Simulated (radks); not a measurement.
The numbers below are computed, except where a source is named.
Ionisation of the strontium ion Sr3+, [Ar] 3d10 4s2 4p5, to [Ar] 3d10 4s2 4p4 as the strength of local exchange is varied. Level of theory: scalar-relativistic Kohn-Sham, Slater X-alpha exchange (alpha = 2/3 is LDA exchange), no correlation, spin-polarised, spherical densities, finite nucleus; open shells are filled with parallel spins first (spin-orbit coupling, left out, can overturn this in heavy ions); Fermi nuclear charge, rms radius 4.224 fm (a radial shooting solver on a logarithmic mesh with Libxc functionals).

alpha	E(Sr3+) (hartree)	exchange (hartree)	IE (eV)	-e of the level emptied (eV)	<r> of it (bohr)
0.602	-3160.83057	-87.33767	53.608	46.875 (4p)	1.512
0.664	-3169.84896	-96.58307	54.790	48.057 (4p)	1.500
0.667	-3170.28592	-97.03161	54.848	48.115 (4p)	1.499
0.704	-3175.67970	-102.57262	55.560	48.828 (4p)	1.492
0.816	-3192.05766	-119.44673	57.746	51.019 (4p)	1.470
0.837	-3195.13704	-122.62758	58.160	51.435 (4p)	1.466
0.909	-3205.71529	-133.57395	59.594	52.874 (4p)	1.453

NIST Atomic Spectra Database: 56.280 eV (semi-empirical). The Delta-SCF value meets it near alpha = 0.74. Open shells are spherical and high-spin; term and fine-structure splittings are not resolved.
